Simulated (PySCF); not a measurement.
One entry of a table of gas-phase calculations, keyed by method. Lists by class give the value and the number of equivalent atoms.

```json
{
 "formula": "C6H9OPS",
 "smiles": "CC#C[P@H](=S)CC(C)=O",
 "charge": 0,
 "multiplicity": 1,
 "geometry_level": "GFN2-xTB",
 "electronic_structure_code": "PySCF",
 "results": {
  "GFN2-xTB geometry": {
   "point_group": "C1",
   "rotational_constants_GHz": [2.042, 0.61, 0.52]
  },
  "PBE0/pcSseg-1 ground state and GIAO shieldings, non-relativistic": {
   "dipole_D": 5.08,
   "homo_eV": -6.79,
   "lumo_eV": -1.08,
   "shift_vs_computed_TMS_C_by_class_ppm": [
    [207.0, 1],
    [114.7, 1],
    [80.1, 1],
    [55.8, 1],
    [39.3, 1],
    [5.7, 1]
   ],
   "shift_vs_computed_TMS_H_by_class_ppm": [
    [7.48, 1],
    [3.1, 1],
    [2.89, 1],
    [2.49, 3],
    [2.18, 3]
   ],
   "shielding_other_nuclei_by_class_ppm": [
    ["O", -336.1, 1],
    ["P", 348.5, 1],
    ["S", 733.3, 1]
   ]
  }
 }
}
```

 With B = h/(8π²I), that is 505.379 GHz u Å² over I, the principal moments of inertia are 247.5, 828.4 and 972.8 u Å² (most abundant isotopes); the inertial defect Ic − Ia − Ib is -103.1 u Å² (zero for a rigid planar frame, negative otherwise). The rotational constants make it an asymmetric top with κ = (2B − A − C)/(A − C) = -0.88, nearer the prolate limit (−1). The dipole equals about 16.9 × 10⁻³⁰ C·m (1 D = 3.33564 × 10⁻³⁰ C·m).

One conformer (not necessarily the lowest) at the GFN2-xTB geometry, without solvent or vibrations. GFN2-xTB frequencies show an imaginary mode (35i cm⁻¹), so this geometry is no minimum at that level. NMR classes are plain means over equivalent atoms (diastereotopic ones count apart unless rotation or inversion swaps them), as if these changed places fast; in this geometry the members of some classes differ.

For the NMR shielding job (PBE0/pcSseg-1), rough CPU time on one thread of a shared machine: about 1.9 min.

Conformer computed: `[CH3:1][C:2]#[C:3][P@H:4](=[S:5])[CH2:6][C:7]([CH3:8])=[O:9]`: C3–P4–C6–C7 -164°, P4–C6–C7–C8 -105°.
